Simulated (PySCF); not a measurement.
**C13H12: full NMR table**

```yaml
Formula: C13H12
SMILES: C=CC1=C[C@@H]2C[C@H]1c1ccccc12
Point_group_of_the_computed_structure: C1
Degrees_of_unsaturation: 8
Carbon_signals: 13
Proton_signals: 12
```

Bonds (- single, = double, # triple, : aromatic): C1=C2, C2-C3, C3=C4, C4-C5, C5-C6, C6-C7, C7-C8, C8:C9, C9:C10, C10:C11, C11:C12, C12:C13, C7-C3, C13:C8, C13-C5. C1 carries H14, H15; C2 carries H16; C4 carries H17; C5 carries H18; C6 carries H19, H20; C7 carries H21; C9 carries H22; C10 carries H23; C11 carries H24; C12 carries H25. Stereochemistry as in C=CC1=C[C@@H]2C[C@H]1c1ccccc12. H15 is cis to C3; H19 is cis to C8 on the ring; H14 is trans to C3; H20 is trans to C8 on the ring.

Calculated, not measured (PySCF 2.14): coordinates at the PBE0-D3(BJ)/def2-SVP level, shieldings: GIAO PBE/pcSseg-1, B3LYP/pcJ-1 coupling constants (without the spin–dipole term). No solvent model, one conformer, non-relativistic Hamiltonian.

References, each an isolated molecule treated in the same way: $^{1}$H (31.20 ppm), $^{13}$C (180.03 ppm) vs TMS.

```tsv
carbon	δC, type	δH (multiplicity, J in Hz)	HMBC from (abs. J ≥ 3 Hz)	span of the C tensor (ppm)
C1	117.0, CH2	H14 5.24 (dt, 11.9, 1.3); H15 5.54 (dt, 18.6, 1.2)	–	191
C2	138.3, CH	6.58 (dd, 18.6, 11.9)	H17	216
C3	163.4, C	–	H16, H17, H15, H14, H18, H19	221
C4	148.6, CH	6.58 (dt, 3.7, 1.2)	H16, H21, H19	206
C5	57.4, CH	3.61 (dq, 3.7, 1.7)	H25, H17, H21	13
C6	73.1, CH2	H19 2.23 (m); H20 2.26 (m)	H17	34
C7	54.4, CH	3.80 (q, 1.8)	H22, H16, H17, H18	21
C8	154.5, C	–	H25, H23, H18, H20	211
C9	124.9, CH	7.31 (m)	H24	204
C10	127.7, CH	6.96 (m)	H25	214
C11	127.8, CH	6.99 (m)	H22	216
C12	124.2, CH	7.19 (m)	H23	202
C13	154.5, C	–	H22, H24, H21, H20	209
```

Selected couplings (Hz, signed; the shortest-range and largest first, 30 at most; isotopes $^{13}$C, $^{1}$H): $^{1}J$(C4,H17) 181.8, $^{1}J$(C1,H14) 171.2, $^{1}J$(C10,H23) 165.7, $^{1}J$(C9,H22) 165.6, $^{1}J$(C11,H24) 165.5, $^{1}J$(C12,H25) 165.4, $^{1}J$(C1,H15) 165.3, $^{1}J$(C2,H16) 160.3, $^{1}J$(C5,H18) 153.1, $^{1}J$(C7,H21) 152.5, $^{1}J$(C6,H20) 143.2, $^{1}J$(C6,H19) 141.3, $^{2}J$(H19,H20) -7.9, $^{2}J$(H14,H15) 1.3, $^{3}J$(H15,H16) 18.6, $^{3}J$(H14,H16) 11.9, $^{3}J$(H23,H24) 8.5, $^{3}J$(H24,H25) 8.0, $^{3}J$(H22,H23) 8.0, $^{3}J$(H17,H18) 3.7, $^{3}J$(H20,H21) 1.9, $^{3}J$(H19,H21) 1.9, $^{3}J$(H18,H20) 1.8, $^{3}J$(H18,H19) 1.8, $^{4}J$(H18,H21) 1.5.

- Carbon types of the structure: 3 × C, 8 × CH, 2 × CH2, which accounts for all hydrogens.
- δC 163.4: fully substituted alkene carbon; as expected for a trigonal carbon in a double bond.
- δC 148.6, 138.3: alkene CH; an sp2 carbon of a C=C bond.
- δC 127.8, 127.7, 124.9, 124.2: aromatic CH.
- δC 117.0: terminal =CH2 carbon; as expected for a trigonal carbon in a double bond.
- δC 73.1: sp3 CH2 in a ring.
- The protons at 5.54 and 6.58 share a coupling of 18.6 Hz (vicinal, trans across C=C).
- The protons at 5.24 and 6.58 share a coupling of 11.9 Hz (vicinal, cis across C=C).
- The protons at 6.58 and 3.61 share a coupling of 3.7 Hz (vicinal).

Multiplet labels drop couplings under 1 Hz and merge nearly equal ones. Unscaled 3J(H,H) at this level run about 10 % above measured values. Shifts are as computed. Against solution values, carbons near 30 ppm lie about +2 ppm off and those near 130 ppm about +2 ppm (rms about the fit 1.8 ppm; single classes can miss by 10 ppm). Of 1328 compounds with measured shifts, 309 miss one by over three times the rms of a fit or turn the order of signals round; such compounds aren't used in these exercises. Signals without a measured value on file couldn't be tested in this way.
